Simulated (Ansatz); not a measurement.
Pulling on the Te1–H2 bond in CH4Te (SMILES C[TeH]) (multiplicity 1 held, fragments rigid). Energies count from the point at 1.663 Å.
Geometry at that point (charge 0, multiplicity 1):
```json
[
 {"atom": "Te", "x (Å)": "0.0120", "y (Å)": "0.2353", "z (Å)": "0.2318"},
 {"atom": "H", "x (Å)": "-0.3430", "y (Å)": "1.3648", "z (Å)": "-0.9364"},
 {"atom": "C", "x (Å)": "-0.0305", "y (Å)": "-1.4190", "z (Å)": "-1.1661"},
 {"atom": "H", "x (Å)": "0.7315", "y (Å)": "-1.2755", "z (Å)": "-1.9253"},
 {"atom": "H", "x (Å)": "-1.0182", "y (Å)": "-1.4980", "z (Å)": "-1.6087"},
 {"atom": "H", "x (Å)": "0.1882", "y (Å)": "-2.3118", "z (Å)": "-0.5851"}
]
```

R- and RO- levels are restricted; in cc, def2 and unpolarised 6-31G sets they are followed outwards from rest. Active spaces are followed from a long bond inwards. Levels need not reach the same state.

Correlated levels freeze the cores. Filled d and f shells under p-block atoms count as core.

Codes used: Ansatz (Gaussian basis) for Hartree–Fock, density functionals and correlated methods. Each number belongs to the level named beside it. In def2 rows elements past Kr take small-core potentials, without spin–orbit coupling.

Problem. Estimate the energy at R = 5.322 Å that CASSCF(2,2)/def2-TZVPP returns for this input.

Solution. 263 kJ/mol

Problem. What is the computed energy at R = 5.322 Å (R-r2SCAN/def2-TZVPP)?

Solution. 466 kJ/mol

Problem. Estimate the energy at R = 5.322 Å that FIC-MRCISD+Q on CASSCF(2,2)/def2-TZVPP returns for this input.

Solution. 301 kJ/mol

Doubts at one or more of the structures used: a restricted determinant that unrestricted orbitals would lower (R-r2SCAN/def2-TZVPP).

Ansatz is an electronic-structure program.
